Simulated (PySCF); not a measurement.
Si(H)(Cl)(OH)(OEt) (C₂H₇ClO₂Si), SMILES O[SiH](OCC)Cl. Heavy atoms are numbered as in [SiH:1]([OH:2])([Cl:3])[O:4][CH2:5][CH3:6]. Hydrogens are named by the atom that carries them.

The structure is a stationary point at PBE0-D3(BJ)/def2-SVP. The values are those of a single conformer.

Level of theory: PBE/def2-TZVP (PySCF).

ESP charges are fitted to the potential on shells at 1.4 to 2.0 van der Waals radii. Atomic charges (e), one atom of each kind:

| atom | IAO | Mulliken | ESP fit |
|---|---|---|---|
| Si1 (SiH) | 1.28 | 0.52 | 0.31 |
| O2 (OH) | -0.76 | -0.46 | [?] |
| Cl3 | -0.34 | -0.24 | -0.15 |
| O4 | -0.63 | -0.26 | -0.30 |
| C5 (CH2) | -0.05 | -0.06 | 0.32 |
| C6 (CH3) | -0.43 | -0.33 | -0.41 |
| H on Si1 | -0.15 | -0.03 | [?] |
| H on O2 | 0.37 | 0.32 | [?] |
| H on C5 | 0.13 | 0.10 | [?] |
| H on C6 | 0.15 | 0.11 | [?] |

**Question.** Fill in the missing entries. (An estimate is asked for; the answer gives what the named calculation found.)

**Answer.** 
- O2 (OH), ESP fit: -0.52
- H on Si1, ESP fit: 0.01
- H on O2, ESP fit: 0.42
- H on C5, ESP fit: 0.00
- H on C6, ESP fit: 0.11

**Question.** Give the Mayer and Wiberg (Löwdin basis) orders of the bonds. (The exact figures need the calculation; the answer reports its results.)

**Answer.** 
```tsv
bond	Mayer	Wiberg
Si1–O2	1.30	1.75
Si1–Cl3	1.14	1.79
Si1–O4	1.24	1.60
O4–C5	0.95	1.46
C5–C6	1.03	1.35
```
